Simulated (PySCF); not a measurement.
**[Lu(NH2)2]+: from a saddle point downhill**

PySCF 2.14.0, RKS PBE0, Lu def2-SVP with ECP28, N def2-SVP, H def2-SVP; non-relativistic Hamiltonian with scalar-relativistic core potentials where named; density fitting; no spin-orbit coupling. Relaxed within the symmetry of its start, the geometry (C2v) is

```xyz
7

Lu    0.0000    0.0000   -0.1780
N     1.7043    0.0000    0.9147
H     2.1341   -0.8096    1.3680
H     2.1341    0.8096    1.3680
N    -1.7043    0.0000    0.9147
H    -2.1341    0.8096    1.3680
H    -2.1341   -0.8096    1.3680
```

and its lowest harmonic modes are -356, -350, 165, 408, 433, 554 cm⁻¹ (negative: unstable). It was moved along the lowest mode and relaxed again, within the group C2 that the move left.

Where does it end, and how much lower?

In C2v, 0.459 eV lower, after 24 steps:
```xyz
7

Lu    0.0000    0.0000   -0.2516
N     1.5819   -0.1622    0.9655
H     2.5719   -0.2650    0.7367
H     1.5210   -0.1578    1.9854
N    -1.5819    0.1622    0.9655
H    -2.5719    0.2650    0.7367
H    -1.5210    0.1578    1.9854
```

How do the contacts change?


```tsv
contact	saddle (Å)	end (Å)
Lu1–N2 (NH2)	2.025	2.003
Lu1–N5 (NH2)	2.025	2.003
```


Is the end a minimum?

Yes; lowest modes 154, 215, 274, 409, 490, 598 cm⁻¹.

State: singlet.
